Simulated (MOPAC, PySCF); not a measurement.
H₂FInO₂, SMILES `[OH][In]([OH])[F]` (H–O–In–F torsion 0°, F–In–O–H torsion -180°), neutral singlet in the gas phase. 

Cartesian coordinates (Å):
SMILES: [OH][In]([F])[OH]
```xyz
6

O     -1.4577    -0.8890     0.0057
In     0.0470     0.3826    -0.0342
O      1.9427    -0.0821     0.1756
F     -0.4028     2.2519    -0.3048
H     -2.3219    -0.4852    -0.1117
H      2.1088    -1.0197     0.3061
```
Charge 0, multiplicity 1.

All levels are single points at this geometry (M06-2X/def2-TZVP); Pople sets use spherical d functions. Orbital energies aren't observables, and empty levels follow the basis.

```
level                                   HOMO (eV)  LUMO (eV)  gap (eV)  dipole (D)  vertical IE, Delta-SCF (eV)
--------------------------------------  ---------  ---------  --------  ----------  ---------------------------
M06-2X/def2-TZVP in PySCF                  -10.84      -1.57      9.27        2.13                            –
PBE-D3(BJ)/def2-TZVP in PySCF               -7.31      -3.29      4.03        2.07                            –
M06-2X/6-31G* (LANL2DZ on In) in PySCF     -10.26      -0.77      9.49        2.07                            –
SVWN5/6-31G* (LANL2DZ on In) in PySCF       -6.81      -2.75      4.06        2.01                            –
HF/6-31G* (LANL2DZ on In) in PySCF         -13.15       1.63     14.78        2.13                            –
PM6 in MOPAC                               -12.11      -1.07     11.04        1.70                            –
```
